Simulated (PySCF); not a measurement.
Members of one family of related compounds. Computed, not measured: TDDFT CAM-B3LYP/def2-SVPD, vertical, gas phase, core orbitals frozen in the response in PySCF. Geometries: PBE0-D3(BJ)/def2-SVP; one conformer of each isolated species. Triplets are in the Tamm–Dancoff approximation. Relativistic effects are left out although some hold elements past zinc.

Task: Rank by computed HOMO–LUMO gap, highest first.
A. `BB[AsH2]`
B. `[AsH2]BC1CCC1`
C. `[AsH2]BO[SiH3]`
D. `N(B[AsH2])C`

Result: D (9.00 eV), C (8.61 eV), B (8.01 eV), A (7.77 eV).

```json
{"SMILES": "CNB[AsH2]", "gap (eV)": "9.00", "f (S1)": "0.056", "α (au)": "71.1", "T1 (eV)": "5.02", "S1 (eV)": "5.76", "LUMO (eV)": "0.85", "S1 mainly": "H→L (72%)"}
{"SMILES": "[SiH3]OB[AsH2]", "gap (eV)": "8.61", "f (S1)": "0.020", "α (au)": "76.9", "T1 (eV)": "4.29", "S1 (eV)": "4.96", "LUMO (eV)": "0.24", "S1 mainly": "H→L (85%)"}
{"SMILES": "[AsH2]BC1CCC1", "gap (eV)": "8.01", "f (S1)": "0.049", "α (au)": "93.3", "T1 (eV)": "3.78", "S1 (eV)": "4.58", "LUMO (eV)": "-0.30", "S1 mainly": "H→L (88%)"}
{"SMILES": "BB[AsH2]", "gap (eV)": "7.77", "f (S1)": "0.048", "α (au)": "66.2", "T1 (eV)": "3.58", "S1 (eV)": "4.44", "LUMO (eV)": "-0.84", "S1 mainly": "H→L+1 (43%)"}
```

H and L stand for HOMO and LUMO.

- `CNB[AsH2]`: Löwdin shares by element: HOMO arsenic 61%, boron 14%, nitrogen 8%, hydrogen 6% or more; LUMO boron 37%, arsenic 20%, nitrogen 9%, hydrogen 8% or more (atoms not listed hold the other 26%).
- `[SiH3]OB[AsH2]`: Löwdin shares by element: HOMO arsenic 55%, boron 17%, oxygen 11%, hydrogen 5% or more; LUMO boron 40%, arsenic 19%, oxygen 18%, hydrogen 8% or more.
- `[AsH2]BC1CCC1`: Löwdin shares by element: HOMO arsenic 58%, boron 18%, hydrogen 11% or more; LUMO boron 44%, arsenic 18%, carbon 11% or more, hydrogen 8% or more (atoms not listed hold the other 19%).
- `BB[AsH2]`: Löwdin shares by element: HOMO arsenic 58%, boron 28%, hydrogen 6% or more; LUMO boron 64%, arsenic 15%, hydrogen 7% or more.
